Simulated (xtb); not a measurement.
CF$_{3}$O$_{3}$S (SMILES O=S(=O)([O-])C(F)(F)F), charge -1, singlet, at a GFN2-xTB geometry; xtb 6.7.1 with GFN2-xTB with GBSA(water).

Input for xtb:
```
$ xtb mol.xyz --gfn 2 --chrg -1 --gbsa water --json

# file mol.xyz
8

O      1.43759940    -0.31893974     1.17113549
S      0.92357543    -0.03591358    -0.15049648
O      1.20167442     1.28840781    -0.66027026
O      1.03510126    -1.11234754    -1.10960410
C     -0.92892797     0.03612172     0.15136868
F     -1.26275110     0.99198614     1.03329425
F     -1.40924817    -1.11942013     0.63811600
F     -1.61673848     0.29420318    -0.97256107
```

Output, abridged:

```
   ID    Z sym.   atoms
    1    8 O      1, 3, 4
    2   16 S      2
    3    6 C      5
    4    9 F      6-8

           -------------------------------------------------
          |                Calculation Setup                |
           -------------------------------------------------

           -------------------------------------------------
          |                 G F N 2 - x T B                 |
           -------------------------------------------------

      * Solvation model:               GBSA
        Solvent                        water
        Parameter file                 internal GFN2-xTB/GBSA
        Dielectric constant                8.0200E+01
        Reference state                gsolv [1 M gas/solution]
        Free energy shift                  1.8574E-03 Eh       1.1656E+00 kcal/mol
        Temperature                        2.9815E+02 K
        Density                            1.0000E+00 kg/L
        Solvent mass                       1.8000E+01 g/mol
        Interaction kernel             Still
        Born radius scaling (c1)           1.5524E+00
        Born radii integrator          GBOBC
        Born offset                        2.4628E-02 a0       4.6540E-02 AA
        H-bond correction              true
        Ion screening                  false
        Surface tension                    1.0000E-05 Eh       1.5569E+01 dyn/cm
        Grid points                               230 per atom

          ...................................................
          :                      SETUP                      :
          :.................................................:
          :  # basis functions                  38          :
          :  # atomic orbitals                  37          :
          :  # shells                           17          :
          :  # electrons                        50          :
          :  max. iterations                   250          :
          :  Hamiltonian                  GFN2-xTB          :
          :  restarted?                      false          :
          :  GBSA solvation                   true          :
          :  PC potential                    false          :
          :  electronic temp.          300.0000000     K    :
          :  accuracy                    1.0000000          :
          :  -> integral cutoff          0.2500000E+02      :
          :  -> integral neglect         0.1000000E-07      :
          :  -> SCF convergence          0.1000000E-05 Eh   :
          :  -> wf. convergence          0.1000000E-03 e    :
          :  Broyden damping             0.4000000          :
          :  net charge                         -1          :
          :  unpaired electrons                  0          :
          ...................................................

 iter      E             dE          RMSdq      gap      omega  full diag
   1    -32.1525654 -0.321526E+02  0.866E+00    7.81       0.0  T
   2    -32.2243831 -0.718176E-01  0.569E+00    8.27       1.0  T
   3    -32.2311744 -0.679136E-02  0.258E+00    8.17       1.0  T
   4    -32.2358714 -0.469693E-02  0.604E-01    8.23       1.0  T
   5    -32.2362039 -0.332494E-03  0.304E-01    8.21       1.0  T
   6    -32.2363014 -0.975892E-04  0.109E-01    8.19       1.0  T
   7    -32.2363172 -0.157829E-04  0.451E-02    8.18       1.0  T
   8    -32.2363201 -0.289657E-05  0.507E-03    8.18       7.0  T
   9    -32.2363201 -0.188690E-07  0.254E-03    8.18      13.9  T
  10    -32.2363202 -0.870599E-08  0.660E-04    8.18      53.6  T
  11    -32.2363202 -0.597417E-09  0.109E-04    8.18     323.8  T

   *** convergence criteria satisfied after 11 iterations ***

         :::::::::::::::::::::::::::::::::::::::::::::::::::::
         ::                     SUMMARY                     ::
         :::::::::::::::::::::::::::::::::::::::::::::::::::::
         :: total energy             -32.137664606672 Eh    ::
[...]
        21        2.0000           -0.4721338             -12.8474
        22        2.0000           -0.4541643             -12.3584
        23        2.0000           -0.4541635             -12.3584
        24        2.0000           -0.4397712             -11.9668
        25        2.0000           -0.4345055             -11.8235 (HOMO)
        26                         -0.1338524              -3.6423 (LUMO)
        27                         -0.0870472              -2.3687
        28                         -0.0391802              -1.0661
        29                         -0.0391796              -1.0661
        30                          0.0892977               2.4299
        31                          0.0892979               2.4299
        32                          0.0952401               2.5916
        33                          0.2164861               5.8909
        34                          0.2164864               5.8909
        35                          0.6205974              16.8873
        36                          1.2050953              32.7923
        37                          1.2050957              32.7923
      -------------------------------------------------------------
                  HL-Gap            0.3006531 Eh            8.1812 eV
             Fermi-level           -0.2841789 Eh           -7.7329 eV

     #   Z          covCN         q      C6AA      α(0)
     1   8 O        0.860    -0.657    27.548     7.037
     2  16 S        3.567     1.220   100.561    16.878
     3   8 O        0.860    -0.657    27.549     7.037
     4   8 O        0.860    -0.657    27.549     7.037
     5   6 C        3.313     0.363    19.352     7.018
     6   9 F        0.798    -0.205    11.282     3.968
     7   9 F        0.798    -0.205    11.282     3.968
     8   9 F        0.798    -0.205    11.282     3.968

 Mol. C6AA /au·bohr⁶  :       1593.180556
 Mol. C8AA /au·bohr⁸  :      41787.261228
 Mol. α(0) /au        :         56.909916

Wiberg/Mayer (AO) data.
largest (>0.10) Wiberg bond orders for each atom

 ---------------------------------------------------------------------------
     #   Z sym  total        # sym  WBO       # sym  WBO       # sym  WBO
 ---------------------------------------------------------------------------
     1   8 O    1.809 --     2 S    1.500     4 O    0.110     3 O    0.110
     2  16 S    5.207 --     1 O    1.500     4 O    1.500     3 O    1.500
                             5 C    0.651
     3   8 O    1.809 --     2 S    1.500     1 O    0.110     4 O    0.110
     4   8 O    1.809 --     2 S    1.500     1 O    0.110     3 O    0.110
     5   6 C    3.742 --     7 F    0.956     6 F    0.956     8 F    0.956
                             2 S    0.651
     6   9 F    1.078 --     5 C    0.956
     7   9 F    1.078 --     5 C    0.956
     8   9 F    1.078 --     5 C    0.956
 ---------------------------------------------------------------------------

Topologies differ in total number of bonds
Writing topology from bond orders to xtbtopo.mol

molecular dipole:
                 x           y           z       tot (Debye)
 q only:       -1.408       0.055       0.230
   full:       -1.508       0.059       0.246       3.888
molecular quadrupole (traceless):
                xx          xy          yy          xz          yz          zz
 q only:       -1.689       0.100       0.877       0.419      -0.016       0.813
  q+dip:       -0.135       0.008       0.070       0.034      -0.001       0.065
   full:       -0.206       0.012       0.107       0.051      -0.002       0.099

           -------------------------------------------------
          | TOTAL ENERGY              -32.137664606672 Eh   |
          | GRADIENT NORM               0.013269982836 Eh/α |
          | HOMO-LUMO GAP               8.181187905710 eV   |
           -------------------------------------------------

normal termination of xtb
```
